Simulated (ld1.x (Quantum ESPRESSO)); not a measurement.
**Tm PAW: all-electron and pseudo phase curves**

```json
{"Element": "thulium (Tm)", "Generator": "ld1.x (Quantum ESPRESSO) 7.5", "Type": "PAW", "Functional": "PBE", "Relativity": "fully relativistic", "Frozen core": "[Kr] 4d10", "Valence charge": "23", "Reference configuration": "4f13 5s2 5p6 5d0 6s2 6p0", "Partial waves": "5s (bound): rcut 1.60, rcutus 1.85 bohr; 6s (bound): rcut 1.60, rcutus 1.85 bohr; 5p (bound): rcut 2.30, rcutus 2.50 bohr; 6p (bound, empty): rcut 2.30, rcutus 2.50 bohr; 5d (bound, empty): rcut 3.40, rcutus 4.05 bohr; 5d channel at 0.5 Ry: rcut 3.40, rcutus 4.05 bohr; 4f (bound): rcut 1.00, rcutus 1.20 bohr; 4f channel at 0.6 Ry: rcut 1.00, rcutus 1.20 bohr", "Local potential": "all-electron potential smoothed inside 1.45 bohr (lloc = -2)", "Core correction": "Bessel-smoothed model core, default radius (core density twice the valence density)", "Augmentation charge": "PSQ, radius 0.85 bohr"}
```

Open shells are filled in proportion to 2j + 1 (rel_dist='average').

The phase is arctan(r·u′/u) with u = r·R(r), unwrapped; energies in Ry, scanned from -6 to 5 Ry. A pole is an energy at which the radial function vanishes at the test radius. The pseudo phase is shifted by a multiple of π to meet the all-electron one at the reference energy, and phase errors are pseudo minus all-electron; the curves can meet again beyond the range given. Levels narrower than the energy grid can be missing from the lists of poles.

Question: For each channel, where are the poles, and over which energies does the pseudopotential scatter like the atom?

Answer:

```json
{"channel": "s", "radius (bohr)": "4.41", "reference energy (Ry)": "-0.29", "poles, all-electron": "0.16, 2.95", "poles, pseudo": "0.15, 1.44, 4.02", "unbroken range about the reference energy with phases within 0.05 rad": "below 0.6", "phase error 1 Ry above the reference energy (rad)": "-0.075"}
{"channel": "p1/2", "radius (bohr)": "4.41", "reference energy (Ry)": "-0.10", "poles, all-electron": "0.67, 3.63", "poles, pseudo": "0.67, 3.50", "unbroken range about the reference energy with phases within 0.05 rad": "below 1.6", "phase error 1 Ry above the reference energy (rad)": "-0.003"}
{"channel": "p3/2", "radius (bohr)": "4.41", "reference energy (Ry)": "-0.08", "poles, all-electron": "-1.84, 0.82, 3.89", "poles, pseudo": "-1.84, 0.82, 3.85", "unbroken range about the reference energy with phases within 0.05 rad": "below 2.0", "phase error 1 Ry above the reference energy (rad)": "-0.001"}
{"channel": "d3/2", "radius (bohr)": "4.41", "reference energy (Ry)": "-0.07", "poles, all-electron": "0.11, 2.00", "poles, pseudo": "0.46", "unbroken range about the reference energy with phases within 0.05 rad": "-0.1 to 0.0", "phase error 1 Ry above the reference energy (rad)": "+1.665"}
{"channel": "d5/2", "radius (bohr)": "4.41", "reference energy (Ry)": "-0.05", "poles, all-electron": "0.14, 2.04", "poles, pseudo": "0.23, 0.46", "unbroken range about the reference energy with phases within 0.05 rad": "-0.1 to 0.0", "phase error 1 Ry above the reference energy (rad)": "-1.659"}
{"channel": "f7/2", "radius (bohr)": "4.41", "reference energy (Ry)": "-0.19", "poles, all-electron": "1.61, 4.06", "poles, pseudo": "1.61, 4.06", "unbroken range about the reference energy with phases within 0.05 rad": "the whole range", "phase error 1 Ry above the reference energy (rad)": "+0.000"}
```

The ghost test of this file was not conclusive.

Phases in the f7/2 channel:

| E (Ry) | all-electron | pseudo |
| --- | --- | --- |
| -6.00 | 1.481 | 1.481 |
| -5.48 | 1.477 | 1.477 |
| -4.96 | 1.472 | 1.472 |
| -4.44 | 1.467 | 1.467 |
| -3.92 | 1.461 | 1.461 |
| -3.40 | 1.453 | 1.453 |
| -2.88 | 1.444 | 1.444 |
| -2.36 | 1.433 | 1.433 |
| -1.84 | 1.417 | 1.417 |
| -1.32 | 1.395 | 1.395 |
| -0.80 | 1.360 | 1.360 |
| -0.28 | 1.285 | 1.285 |
| 0.24 | 1.123 | 1.123 |
| 0.76 | -0.345 | -0.345 |
| 1.28 | -1.438 | -1.438 |
| 1.80 | -1.627 | -1.627 |
| 2.32 | -1.847 | -1.847 |
| 2.84 | -4.056 | -4.057 |
| 3.36 | -4.589 | -4.589 |
| 3.88 | -4.689 | -4.689 |
| 4.40 | -4.752 | -4.752 |
| 4.92 | -4.831 | -4.831 |
